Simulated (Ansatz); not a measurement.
The molecule LiS, multiplicity 2 (lowest of 2S+1 = 2, 4 at CCSD(T)/def2-TZVPP on PBE0 minima; our sources give no spin for the ground state, which may be another).

The constants come from a fifth-degree fit in 1/R (seven points, main isotopes). Runs in def2 and cc sets follow the lowest solution found near the PBE0 minimum.

Cores are frozen in the correlated methods. CBS(a, b) extrapolates the correlation energy as X⁻³ and adds the Hartree–Fock energy of set b.

Codes used: Ansatz (Gaussian basis) for Hartree–Fock, density functionals and correlated methods. Values without a source in brackets are computed.

### Question
What bond length and harmonic frequency does SVWN5/def2-TZVPP give, and what D_e (from each atom's lowest state at the same level)?

### Answer
r_e = 2.134 Å, ω_e = 586 cm⁻¹, D_e = 3.57 eV.

### Question
What bond length and harmonic frequency does wB97M-V/def2-TZVPP give, and what D_e (from each atom's lowest state at the same level)?

### Answer
r_e = 2.150 Å, ω_e = 582 cm⁻¹, D_e = 3.33 eV.

### Question
What bond length and harmonic frequency does CCSD(T)/CBS(aug-cc-pV(T+d)Z, aug-cc-pV(Q+d)Z) give?

### Answer
r_e = 2.168 Å, ω_e = 574 cm⁻¹.

Measured for the ground state: B_e 0.63404 cm-1, α_e 0.0067906 cm-1 [NIST CCCBDB]. D_0 3.2 ± 0.078 eV (a handbook's tabulated 298 K bond energy less 3RT/2; such tables hold older values) [Luo, bond dissociation energies, CRC Handbook].

Ansatz is an electronic-structure program.
